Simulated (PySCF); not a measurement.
## C₆ coefficients of unlike pairs at UHF

Calculated with PySCF 2.14 from the dipole response of each species, C₆(A,B) = (3/π) ∫ α_A(iu) α_B(iu) du, in atomic units, from isotropic polarisabilities. For ions this is the dispersion term alone; charge-induced terms of lower order in 1/R come first.

```json
{"species": "C", "configuration": "[He] 2s2 2p2 (3P)", "basis": "aug-cc-pVDZ-DK (4s3p2d)", "relativity": "spin-free X2C", "α (bohr³)": "11.56", "C₆ (like pair)": "45.08"}
{"species": "Mo", "configuration": "[Kr] 4d5 5s1 (7S)", "basis": "aug-cc-pVTZ-DK (9s8p6d3f2g)", "relativity": "spin-free X2C", "α (bohr³)": "107.7", "C₆ (like pair)": "1192"}
{"species": "Sb²⁺", "configuration": "[Kr] 4d10 5s2 5p1 (2P)", "basis": "x2c-QZVPPall with one added diffuse shell each of s, p, d, f type (14s10p8d5f1g)", "relativity": "spin-free X2C", "α (bohr³)": "16.94", "C₆ (like pair)": "108.6"}
{"species": "Hf³⁺", "configuration": "[Xe] 4f14 5d1 (2D)", "basis": "aug-cc-pVTZ-PP with one added diffuse shell each of s, p, d, f, g type with ECP60MDF (7s7p6d4f3g)", "relativity": "core potential", "α (bohr³)": "6.086", "C₆ (like pair)": "24.46"}
```

Problem. Estimate C₆ for Hf³⁺ with Sb²⁺.

Solution. The integral gives 49.68. The combination rule 2 C_A C_B / (C_A α_B/α_A + C_B α_A/α_B) gives 49.60 and the geometric mean 51.54.

No spin-orbit coupling is included.

The other pairs:

```
    pair     C₆
   Mo, C  207.3
Sb²⁺, Mo  314.7
Hf³⁺, Mo  129.7
 Sb²⁺, C  69.56
 Hf³⁺, C  31.13
```
